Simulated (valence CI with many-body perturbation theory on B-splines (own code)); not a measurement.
# Forbidden lines of Yb29+

Method: configuration interaction combined with many-body perturbation theory (CI+MBPT): five valence electrons over a frozen Dirac-Fock core [Kr], a basis of 7 s, 7 p, 8 d, 6 f, 4 g, 1 h functions for each j, with the one-electron correlation potential Σ1 (screened to all orders), the two-electron term Σ2, the three-electron term Σ3, Breit, model QED; selected single and double excitations, second order for the rest (own B-spline code, finite nucleus).

The last digits are not significant, and no measured levels were compared; by estimate large intervals hold to a few tenths of a per cent, small ones and those within an open d or f shell to about a per cent. Only levels of the ground parity were solved; by the run's estimate the other parity begins above the list, which can be wrong where configurations are misplaced.

Lines 1 to 50 of 120 in falling wavelength, among levels below 57.857 eV, chosen from the decays that carry over 1 % of a level's rate. Wavelengths and rates use the calculated energies. Electric multipoles are in the length gauge, E1 and E2 with the static RPA response of the core. S is in atomic units (e²a₀⁴ for E2 and M2, e²a₀⁶ for E3), for M1 in squared Bohr magnetons. Weak lines are less certain than strong ones. Lines between different terms over intervals too small for the method are left out, as are lines whose strength nearly cancels. Where a level lies close to another of its J and parity, the split of strength between their lines is uncertain.

Levels are named by their leading jj configuration (3d3/2^4 stands for four electrons in 3d with j = 3/2), which in mixed levels can hold well under half, so a name can repeat and another be missing. Letters in brackets count levels of one name in rising energy.

| λ vac (nm) | Upper | Lower | Type | A (s⁻¹) | S (a.u.) |
| --- | --- | --- | --- | --- | --- |
| 1460 | (4d3/2^3 4d5/2^2) J=11/2 | (4d3/2^3 4d5/2^2) J=7/2 [a] | E2 | 2.33e-07 | 1.66e-03 |
| 995.7 | (4d3/2^3 4d5/2^2) J=9/2 | (4d3/2^3 4d5/2^2) J=11/2 | M1 | 1.14e+01 | 4.18e+00 |
| 631.3 | (4d3/2^3 4d5/2^2) J=7/2 [b] | (4d3/2^3 4d5/2^2) J=5/2 [b] | M1 | 3.37e+01 | 2.51e+00 |
| 621.4 | (4d3/2^2 4d5/2^3) J=13/2 | (4d3/2^2 4d5/2^3) J=11/2 | M1 | 2.78e+01 | 3.46e+00 |
| 592.1 | (4d3/2^3 4d5/2^2) J=9/2 | (4d3/2^3 4d5/2^2) J=7/2 [a] | M1 | 6.31e+01 | 4.85e+00 |
| 518.2 | (4d3/2^3 4d5/2^2) J=5/2 [b] | (4d3/2^3 4d5/2^2) J=3/2 [a] | M1 | 7.61e+01 | 2.36e+00 |
| 402.6 | (4d3/2^3 4d5/2^2) J=1/2 | (4d3/2^3 4d5/2^2) J=3/2 [a] | M1 | 4.64e+02 | 2.25e+00 |
| 324.3 | (4d3/2^2 4d5/2^3) J=1/2 [a] | (4d3/2^3 4d5/2^2) J=3/2 [b] | M1 | 3.32e+02 | 8.38e-01 |
| 294.2 | (4d3/2^3 4d5/2^2) J=7/2 [a] | (4d3/2^3 4d5/2^2) J=5/2 [a] | M1 | 4.81e+02 | 3.63e+00 |
| 262.6 | (4d3/2^2 4d5/2^3) J=7/2 [b] | (4d3/2^2 4d5/2^3) J=9/2 [a] | M1 | 7.81e+01 | 4.19e-01 |
| 259.8 | (4d3/2^3 4d5/2^2) J=7/2 [b] | (4d3/2^3 4d5/2^2) J=7/2 [a] | M1 | 1.64e+02 | 8.54e-01 |
| 247.9 | (4d3/2^2 4d5/2^3) J=3/2 [a] | (4d3/2^2 4d5/2^3) J=5/2 [a] | M1 | 4.27e+02 | 9.64e-01 |
| 240.8 | (4d3/2^2 4d5/2^3) J=5/2 [b] | (4d3/2^3 4d5/2^2) J=3/2 [b] | M1 | 4.75e+02 | 1.48e+00 |
| 222.1 | (4d3/2^3 4d5/2^2) J=3/2 [b] | (4d3/2^3 4d5/2^2) J=1/2 | M1 | 1.38e+02 | 2.24e-01 |
| 212.9 | (4d3/2^2 4d5/2^3) J=1/2 [b] | (4d3/2^2 4d5/2^3) J=3/2 [a] | M1 | 8.96e+02 | 6.41e-01 |
| 208.9 | (4d3/2^2 4d5/2^3) J=7/2 [b] | (4d3/2^2 4d5/2^3) J=7/2 [a] | M1 | 3.18e+02 | 8.62e-01 |
| 206.7 | (4d3/2^2 4d5/2^3) J=9/2 [c] | (4d3/2^2 4d5/2^3) J=9/2 [b] | M1 | 9.37e+02 | 3.07e+00 |
| 197.8 | (4d3/2^3 4d5/2^2) J=3/2 [b] | (4d3/2^3 4d5/2^2) J=5/2 [b] | M1 | 3.42e+02 | 3.92e-01 |
| 176.5 | (4d3/2^3 4d5/2^2) J=5/2 [b] | (4d3/2^3 4d5/2^2) J=5/2 [a] | M1 | 2.82e+03 | 3.45e+00 |
| 166.7 | (4d3/2^2 4d5/2^3) J=9/2 [a] | (4d3/2^3 4d5/2^2) J=7/2 [b] | M1 | 1.41e+03 | 2.43e+00 |
| 161.5 | (4d3/2^2 4d5/2^3) J=3/2 [c] | (4d3/2^2 4d5/2^3) J=1/2 [b] | M1 | 5.93e+02 | 3.70e-01 |
| 151.4 | (4d3/2^2 4d5/2^3) J=7/2 [a] | (4d3/2^3 4d5/2^2) J=5/2 [b] | M1 | 2.91e+03 | 3.00e+00 |
| 149.5 | (4d3/2^2 4d5/2^3) J=5/2 [c] | (4d3/2^3 4d5/2^2) J=3/2 [b] | M1 | 3.58e+03 | 2.66e+00 |
| 143.2 | (4d3/2^3 4d5/2^2) J=3/2 [b] | (4d3/2^3 4d5/2^2) J=3/2 [a] | M1 | 8.47e+02 | 3.69e-01 |
| 142.5 | (4d3/2^3 4d5/2^2) J=5/2 [a] | (4d3/2^4 4d5/2) J=5/2 | M1 | 1.34e+04 | 8.60e+00 |
| 142.1 | (4d3/2^2 4d5/2^3) J=5/2 [a] | (4d3/2^3 4d5/2^2) J=7/2 [a] | M1 | 2.97e+03 | 1.90e+00 |
| 139.3 | (4d3/2^2 4d5/2^3) J=7/2 [a] | (4d3/2^3 4d5/2^2) J=9/2 | M1 | 4.39e+03 | 3.52e+00 |
| 137.2 | (4d3/2^2 4d5/2^3) J=3/2 [b] | (4d3/2^3 4d5/2^2) J=3/2 [b] | M1 | 1.36e+02 | 5.21e-02 |
| 135.0 | (4d3/2 4d5/2^4) J=7/2 [a] | (4d3/2^2 4d5/2^3) J=5/2 [c] | M1 | 2.44e+03 | 1.78e+00 |
| 132.0 | (4d3/2^2 4d5/2^3) J=3/2 [b] | (4d3/2^2 4d5/2^3) J=5/2 [a] | M1 | 7.52e+02 | 2.57e-01 |
| 131.8 | (4d3/2^2 4d5/2^3) J=1/2 [a] | (4d3/2^3 4d5/2^2) J=1/2 | M1 | 8.73e+03 | 1.48e+00 |
| 131.1 | (4d3/2^2 4d5/2^3) J=5/2 [b] | (4d3/2^3 4d5/2^2) J=7/2 [b] | M1 | 2.12e+03 | 1.06e+00 |
| 130.5 | (4d3/2^2 4d5/2^3) J=11/2 | (4d3/2^3 4d5/2^2) J=9/2 | M1 | 1.91e+03 | 1.89e+00 |
| 125.7 | (4d3/2 4d5/2^4) J=5/2 [a] | (4d3/2^2 4d5/2^3) J=3/2 [a] | M1 | 3.49e+03 | 1.54e+00 |
| 121.3 | (4d3/2 4d5/2^4) J=7/2 [a] | (4d3/2^2 4d5/2^3) J=9/2 [b] | M1 | 2.75e+03 | 1.46e+00 |
| 121.2 | (4d3/2^2 4d5/2^3) J=3/2 [a] | (4d3/2^3 4d5/2^2) J=1/2 | M1 | 1.32e+03 | 3.48e-01 |
| 115.4 | (4d3/2^2 4d5/2^3) J=9/2 [c] | (4d3/2^2 4d5/2^3) J=11/2 | M1 | 2.07e+02 | 1.18e-01 |
| 115.4 | (4d3/2^2 4d5/2^3) J=11/2 | (4d3/2^3 4d5/2^2) J=11/2 | M1 | 1.11e+04 | 7.59e+00 |
| 113.6 | (4d3/2^2 4d5/2^3) J=3/2 [a] | (4d3/2^3 4d5/2^2) J=5/2 [b] | M1 | 5.54e+03 | 1.20e+00 |
| 112.9 | (4d3/2^2 4d5/2^3) J=7/2 [c] | (4d3/2^2 4d5/2^3) J=5/2 [a] | M1 | 2.47e+02 | 1.05e-01 |
| 112.8 | (4d3/2^2 4d5/2^3) J=7/2 [a] | (4d3/2^3 4d5/2^2) J=7/2 [a] | M1 | 6.61e+03 | 2.81e+00 |
| 110.7 | (4d3/2 4d5/2^4) J=11/2 | (4d3/2^2 4d5/2^3) J=9/2 [b] | M1 | 2.78e+03 | 1.68e+00 |
| 109.1 | (4d3/2^2 4d5/2^3) J=9/2 [a] | (4d3/2^3 4d5/2^2) J=11/2 | M1 | 4.41e+03 | 2.13e+00 |
| 108.6 | (4d3/2^2 4d5/2^3) J=5/2 [b] | (4d3/2^3 4d5/2^2) J=5/2 [b] | M1 | 9.51e+03 | 2.71e+00 |
| 107.2 | (4d3/2^2 4d5/2^3) J=9/2 [b] | (4d3/2^3 4d5/2^2) J=7/2 [b] | M1 | 2.37e+03 | 1.08e+00 |
| 102.0 | (4d3/2^2 4d5/2^3) J=7/2 [b] | (4d3/2^3 4d5/2^2) J=7/2 [b] | M1 | 2.36e+03 | 7.41e-01 |
| 101.6 | (4d3/2^2 4d5/2^3) J=9/2 [a] | (4d3/2^3 4d5/2^2) J=7/2 [a] | M1 | 6.70e+03 | 2.60e+00 |
| 100.6 | (4d3/2 4d5/2^4) J=7/2 [a] | (4d3/2^2 4d5/2^3) J=5/2 [b] | M1 | 7.59e+03 | 2.29e+00 |
| 99.31 | (4d3/2^2 4d5/2^3) J=1/2 [a] | (4d3/2^3 4d5/2^2) J=3/2 [a] | M1 | 1.42e+04 | 1.03e+00 |
| 98.45 | (4d3/2 4d5/2^4) J=5/2 [a] | (4d3/2^2 4d5/2^3) J=7/2 [a] | M1 | 1.22e+04 | 2.60e+00 |
